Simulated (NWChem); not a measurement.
Everything below was run with NWChem. System: H$_{4}$PSi, charge 0, spin multiplicity 2, at a geometry optimised with UPBE0/def2-SVP. The structure started from a generated list of species. Its SCF solution wasn't tested for a lower state. Level: UB3LYP/def2-TZVP, VWN1-RPA local correlation.

NWChem printed:

```
             Northwest Computational Chemistry Package (NWChem) 7.3.0
             --------------------------------------------------------

                                NWChem Input Module
                                -------------------

 Scaling coordinates for geometry "geometry" by  1.889725989
 (inverse scale =  0.529177249)

                             Geometry "geometry" -> ""
                             -------------------------

 Output coordinates in angstroms (scale by  1.889725989 to convert to a.u.)

  No.       Tag          Charge          X              Y              Z
 ---- ---------------- ---------- -------------- -------------- --------------
    1 Si                  14.0000    -0.98862200    -0.34807700     0.08487700
    2 P                   15.0000     1.10409200     0.48552900    -0.11416800
    3 H                    1.0000    -1.19041600    -0.94396400     1.44329600
    4 H                    1.0000    -1.97940400     0.75087600    -0.11454300
    5 H                    1.0000    -1.22975000    -1.41168500    -0.94071600
    6 H                    1.0000     1.67889300    -0.80507700     0.13621200

 Effective nuclear repulsion energy (a.u.)      81.0436011571

            Nuclear Dipole moment (a.u.)
            ----------------------------
        X                 Y               Z
 ---------------- ---------------- ----------------
    -0.0000094486     0.0000132281     0.0000132281


 Summary of "ao basis" -> "" (spherical)
 ------------------------------------------------------------------------------
       Tag                 Description            Shells   Functions and Types
 ---------------- ------------------------------  ------  ---------------------
 *                         def2-tzvp                  on all atoms

                                 NWChem DFT Module
                                 -----------------

 Summary of "ao basis" -> "ao basis" (spherical)
 ------------------------------------------------------------------------------
       Tag                 Description            Shells   Functions and Types
 ---------------- ------------------------------  ------  ---------------------
 Si                        def2-tzvp                13       37   5s5p2d1f
 P                         def2-tzvp                13       37   5s5p2d1f
 H                         def2-tzvp                 4        6   3s1p

 Summary of "ao basis" -> "ao basis" (spherical)
[...]
 Vector   19  Occ=0.000000D+00  E= 1.146785D-02
              MO Center=  3.1D-01, -1.1D-01,  1.7D-02, r^2= 5.8D+00
   Bfn.  Coefficient  Atom+Function         Bfn.  Coefficient  Atom+Function
  ----- ------------  ---------------      ----- ------------  ---------------
    95     -1.166882  6 H  s                 42      1.073366  2 P  s
    56     -0.724476  2 P  py                18     -0.680569  1 Si px
     5      0.656260  1 Si s                 77     -0.580597  3 H  s
    89     -0.571903  5 H  s                 83     -0.430151  4 H  s
    19     -0.288835  1 Si py                 4      0.233575  1 Si s

   alpha - beta orbital overlaps
   -----------------------------

   alpha      1      2      3      4      5      6      7      8      9     10
    beta      1      2      3      4      7      5      6      8      9     10
 overlap   1.000  1.000  1.000  1.000  1.000  1.000  1.000  1.000  1.000  1.000

   alpha     11     12     13     14     15     16     17     18     19     20
    beta     11     12     13     14     15     16     17     18     19     20
 overlap   0.993  0.994  0.993  0.995  0.993  0.999  0.990  0.988  0.985  1.000

   alpha     21     22     23     24     25     26     27     28     29     30
    beta     21     22     23     24     25     26     27     28     29     30
 overlap   0.995  0.991  0.988  0.977  0.991  0.936  0.976  0.947  0.994  0.985

   alpha     31     32     33     34     35     36     37     38     39     40
    beta     31     32     33     34     35     36     37     39     38     40
 overlap   0.981  0.993  0.999  0.990  0.986  0.997  0.966  0.998  0.962  0.998

   alpha     41     42     43     44     45     46     47     48     49     50
    beta     41     42     43     44     45     46     47     48     49     50
 overlap   0.995  1.000  0.993  0.998  1.000  0.999  0.999  0.997  0.997  1.000

   alpha     51     52     53     54     55     56     57     58     59     60
    beta     51     52     53     55     54     56     57     58     59     61
 overlap   0.999  1.000  0.998  0.998  0.985  0.987  0.972  0.976  0.970  0.989

   alpha     61     62     63     64     65     66     67     68     69     70
    beta     60     62     63     64     65     66     67     68     69     70
 overlap   0.974  0.991  0.992  0.990  0.993  0.995  0.990  0.992  0.998  0.998

   alpha     71     72     73     74     75     76     77     78     79     80
    beta     71     72     73     74     75     76     77     78     79     80
 overlap   0.999  0.999  0.990  1.000  0.991  1.000  0.997  0.999  0.997  0.996

   alpha     81     82     83     84     85     86     87     88     89     90
    beta     81     82     83     84     85     86     87     88     89     90
 overlap   1.000  1.000  0.997  0.904  0.901  1.000  1.000  1.000  1.000  1.000

   alpha     91     92     93     94     95     96     97     98
    beta     91     92     93     94     95     96     97     98
 overlap   1.000  1.000  1.000  1.000  1.000  1.000  1.000  1.000

     --------------------------
     Expectation value of S2:
     --------------------------
      <S2> =      0.7548 (Exact =     0.7500)

 center of mass
 --------------
 x =   0.11393523 y =   0.08616692 z =  -0.01900057

 moments of inertia (a.u.)
 ------------------
          65.387656205458         -93.134126196565          22.570540557680
         -93.134126196565         279.387227131808           9.807911195874
          22.570540557680           9.807911195874         318.905376719261

     Multipole analysis of the density
     ---------------------------------

     L   x y z        total         alpha         beta         nuclear
     -   - - -        -----         -----         ----         -------
     0   0 0 0     -0.000000    -17.000000    -16.000000     33.000000

     1   1 0 0     -0.061769     -0.942615      0.880855     -0.000009
     1   0 1 0     -0.198848     -0.445398      0.246537      0.000013
     1   0 0 1      0.040945      0.103968     -0.063036      0.000013

     2   2 0 0    -22.453006    -88.180000    -82.952887    148.679880
     2   1 1 0     -0.987649    -24.432979    -22.551645     45.996975
     2   1 0 1      0.204418      5.960049      5.569650    -11.325282
     2   0 2 0    -22.446113    -28.892639    -26.864966     33.311491
     2   0 1 1      0.096233      2.485679      2.878531     -5.267977
     2   0 0 2    -22.063699    -18.940203    -14.894068     11.770572

 Task  times  cpu:        3.8s     wall:        3.8s

 Total times  cpu:        3.8s     wall:        3.8s
```

Problem. Write an NWChem input that would produce this output.

Solution. One answer among several that fit: 
```
start mol
memory heap 200 mb stack 900 mb global 1100 mb
geometry units angstroms nocenter noautoz noautosym
  Si    -0.988622    -0.348077     0.084877
  P      1.104092     0.485529    -0.114168
  H     -1.190416    -0.943964     1.443296
  H     -1.979404     0.750876    -0.114543
  H     -1.229750    -1.411685    -0.940716
  H      1.678893    -0.805077     0.136212
end
basis spherical
  * library def2-tzvp
end
dft
  xc b3lyp
  odft
  mult 2
  semidirect memsize 60000000 filesize 0
  iterations 100
end
task dft energy
```
